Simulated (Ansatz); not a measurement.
Reaction (ligand exchange at the Si–Br bond): `[SiH3]C[SiH2]Br` + H₂Se → `[SiH3]C[SiH2][SeH]` + HBr

Computed with Ansatz on PBE0-D4/def2-TZVP structures; ΔE is electronic, products minus reactants. CBS: MP2 limit from def2 TZ/QZ plus the TZ coupled-cluster correction, frozen cores. DFT in def2-TZVPP. For Br, Se outer-core shells are correlated without core-valence functions, which leaves a few kJ/mol of doubt a bond. Scalar relativity is left out up to krypton. Each species was taken in one conformer, which may not be the lowest.

| species | ωB97X-V energy (Eh) |
| --- | --- |
| `[SiH3]C[SiH2]Br` | -3195.21025 |
| H₂Se | -2402.52733 |
| `[SiH3]C[SiH2][SeH]` | -3023.20259 |
| HBr | -2574.52140 |

(1) Work out ΔE.

Largest T1 diagnostic among the species: 0.010.

Answers

(1) ΔE = (-3023.20259) + (-2574.52140) − (-3195.21025) − (-2402.52733) = 0.01359 Eh = +0.37 eV. CCSD(T)/CBS gives +0.35 eV.

In def2-TZVPP, CCSD(T) changes the Hartree–Fock value by −0.15 eV (the triples alone add −0.02 eV) and MP2 by −0.14 eV. The D4 term adds −0.07 eV with B3LYP and −0.04 eV with PBE0; it sums over pairs of atoms, weighted by their polarisabilities, and B3LYP, whose exchange is more repulsive, gets the larger term.

B3LYP here is the variant with VWN-RPA as its local correlation; programs differ in this.
